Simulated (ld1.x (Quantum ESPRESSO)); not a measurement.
Values are calculated unless marked as measured or tabulated.
## Potentials for oxygen (O) compared

Generated with ld1.x 7.5 (TM, RRKJ, ultrasoft, PAW), atompaw 4.2 or ONCVPSP 4.0.1. The cutoff is in Ry: for ld1.x and atompaw files where the sum of valence levels is converged to 10 mRy in a Bessel basis, for ONCV files where the hardest occupied wave has 1 mHa per electron of residual kinetic energy. The error is the largest all-electron minus pseudo excitation energy over each file’s own four to seven test configurations (ionisations up to +4, promotions, holes and added fractions of an electron), all of which were solved. The labels leave out finer settings (local radius, basis sizes, second energies), which also bear on the numbers. Spin-polarised tests are not counted. The rows are a selection from randomly drawn settings: files with unsolved tests, undetermined cutoffs or missed reference levels are left out.

| potential | cutoff (Ry) | largest error (meV) | bound ghosts |
| --- | --- | --- | --- |
| RRKJ, LDA (PZ), non-relativistic, rc 0.85/1.50/1.20 (spd), local smoothed, core correction no, reference 2s1.5 2p4.5 | 100 | +3204 | none |
| ultrasoft, PBE, scalar-relativistic, rc 0.75/1.15/1.15 (spd), local smoothed, core correction no, reference 2s2 2p4 | 55 | +628 | none |
| PAW, PBEsol, non-relativistic, rc 0.85/1.55/1.35 (spd), local smoothed, core correction yes, reference 2s2 2p4 | 35 | -21 | none |
| TM, BLYP, scalar-relativistic, rc 0.65/1.60 (sp), local p, core correction yes, reference 2s2 2p3 | 140 | +2219 | none |
| TM semilocal, PBE, scalar-relativistic, rc 0.70/1.05/1.00 (spd), local s, core correction yes, reference 2s1.5 2p4.5 | 110 | +641 | none |
| ultrasoft, PBE, scalar-relativistic, rc 1.05/1.90/1.75 (spd), local smoothed, core correction yes, reference 2s2 2p4 | 25 | -70 | none |

(1) Fill in the row for O: ultrasoft, LDA (PZ), scalar-relativistic, rc 0.95/1.45 (sp), local smoothed, core correction yes, reference 2s2 2p3.

(2) Fill in the row for O: TM, PBE, non-relativistic, rc 0.75/1.65 (sp), local smoothed, core correction yes, reference 2s1.75 2p4.25.

(3) Fill in the row for O: RRKJ, PBE, scalar-relativistic, rc 0.90/0.95/1.00 (spd), local p, core correction yes, reference 2s2 2p2.

Answers

(1) cutoff 35 Ry, largest error +267 meV, bound ghosts: none.

(2) cutoff 80 Ry, largest error +1189 meV, bound ghosts: none.

(3) cutoff 120 Ry, largest error +64 meV, bound ghosts: none.
